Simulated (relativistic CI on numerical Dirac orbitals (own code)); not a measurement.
# Transition arrays of Br⁹⁺

Method of calculation: Dirac-Coulomb-Breit CI, KLI orbitals optimised for each configuration, QED by a radiative potential, valence Slater integrals scaled by 0.9, whole transition arrays (own radial code, finite nucleus).

Configurations in the expansion (outside the closed core [Ne] 3s2): 3p6 3d8, 3p6 3d7 4f, 3p5 3d9, 3p6 3d7 4p, 3p6 3d7 5f. Levels of other configurations are missing.

All E1 lines from the levels of 3p6 3d8; mean and standard deviation are weighted by gf, and upper levels are sorted by their leading configuration.

```csv
Upper configuration,Lines,Σgf,Mean (eV),Mean (nm),σ (eV),Strongest line (nm)
3p6 3d7 4f,721,105.7,179.18,6.919,3.21,6.859
3p5 3d9,54,17.6,117.39,10.562,5.68,10.369
3p6 3d7 4p,472,26.8,119.69,10.359,3.15,10.537
3p6 3d7 5f,721,76.8,210.08,5.902,3.43,5.879
```

Σgf per state of the lower configuration in bins of 0.2 nm over the central range (centre: value): 5.7: 0.17, 5.9: 1.26, 6.1: 0.27, 6.5: 0.03, 6.7: 0.23, 6.9: 1.50, 7.1: 0.54, 7.3: 0.05, 9.7: 0.05, 9.9: 0.06, 10.1: 0.08, 10.3: 0.25, 10.5: 0.24, 10.7: 0.12, 10.9: 0.10.

(1) How do configuration mixing and the scaling of the Slater integrals move the arrays?

## Answers

(1) Slater scale 0.9, no configuration mixing: 3p6 3d7 4f 179.3 ± 3.2 eV (Σgf 113.9), 3p5 3d9 121.1 ± 6.1 eV (Σgf 29.1), 3p6 3d7 4p 119.7 ± 2.9 eV (Σgf 21.8), 3p6 3d7 5f 209.9 ± 3.5 eV (Σgf 56.7); Slater scale 1: 3p6 3d7 4f 179.5 ± 3.6 eV (Σgf 106.2), 3p5 3d9 116.8 ± 6.0 eV (Σgf 16.2), 3p6 3d7 4p 119.9 ± 3.5 eV (Σgf 27.6), 3p6 3d7 5f 210.3 ± 3.8 eV (Σgf 77.5); Slater scale 0.8: 3p6 3d7 4f 178.9 ± 2.9 eV (Σgf 105.1), 3p5 3d9 117.8 ± 5.7 eV (Σgf 15.5), 3p6 3d7 4p 119.3 ± 2.9 eV (Σgf 29.5), 3p6 3d7 5f 209.9 ± 3.1 eV (Σgf 76.0). With mixing, levels are counted to their leading configuration, so an array can shrink or vanish into another, and the sums then hold other lines.
